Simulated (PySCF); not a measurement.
# What a mistake does to a calculation on B2H2NO cation

All numbers below are calculated, not measured. The program is PySCF 2.14.0, an open-source quantum chemistry code, run on an isolated molecule that a program drew, which may never have been made. The molecule is B2H2NO cation (charge +1, singlet), drawn as the SMILES string `N=B[B+]O`.

Each row is a Hartree-Fock (HF) and frozen-core CCSD(T) single point in the cc-pVDZ basis, meant for a local HF minimum. Run 1 is clean. Each other run has one planted mistake out of seven kinds, and not every kind appears here: one electron removed, one electron added, multiplicity raised by two, geometry at a saddle point, minimal basis STO-3G, one bond length entered in bohr, all coordinates scaled. The reference is restricted for singlets and unrestricted otherwise, and also for a bond in bohr. Adding or removing an electron swaps singlet and doublet. Electrons count all cores. HOMO and LUMO are orbital energies over both spins, the gradient is its largest component, and the lowest frequency (negative if imaginary) is given only where the gradient is small. Bond lengths are over the 5 bonds as drawn. T1 is the CCSD diagnostic: over 0.02 (restricted) or 0.045 (unrestricted) a single reference is doubtful.

Geometry of the clean run:
```xyz
6
B2H2NO cation, angstrom
N    -1.1503    1.6839    3.7516
B    -0.7966    1.0102    2.8107
B    -0.3236    0.0867    1.5243
O     0.0844   -0.5779    0.5813
H    -1.4378    2.2377    4.5246
H    -0.0795   -1.1820   -0.1401
```

| run | electrons | basis functions | <S^2> | HOMO (eV) | LUMO (eV) | gradient (hartree/bohr) | lowest frequency (cm^-1) | mean bond (Å) | longest bond (Å) | T1 | HF (hartree) | CCSD(T) (hartree) | mistake |
|---|---|---|---|---|---|---|---|---|---|---|---|---|---|
| 1 | 26 | 66 | 0.000 | -17.18 | -4.42 | 1.4e-05 | 180 | 1.2070 | 1.653 | 0.0208 | -179.61750 | -180.14028 | no fault |
| 2 | 27 | 66 | 0.771 | -6.02 | 2.68 | 9.9e-02 | - | 1.2070 | 1.653 | 0.0196 | -179.80849 | -180.33080 | one electron added |
| 3 | 26 | 66 | 1.146 | -16.93 | -6.45 | 1.9e-02 | - | 1.4247 | 2.312 | 0.0434 | -179.39131 | -179.86983 | one bond length entered in bohr |
| 4 | 26 | 22 | 0.000 | -15.79 | -1.36 | 5.7e-02 | - | 1.2070 | 1.653 | 0.0241 | -177.31588 | -177.56605 | minimal basis STO-3G |
| 5 | 25 | 66 | 0.764 | -26.30 | -13.98 | 8.7e-02 | - | 1.2070 | 1.653 | 0.0209 | -179.06144 | -179.52417 | ? |

**Which mistake was planted in run 5, and what did it cost?**

It counts 25 electrons, one fewer than the clean run, at the same geometry and basis. So the mistake is: one electron removed. Subtracting run 1 and multiplying by 627.51 kcal/mol a hartree, the energy moved by 348.9 kcal/mol in HF and 386.6 kcal/mol in CCSD(T).

Cautions from the logs. Run 1: T1 is over the limit, so its CCSD(T) energy is less reliable; run 4: T1 is over the limit, so its CCSD(T) energy is less reliable.
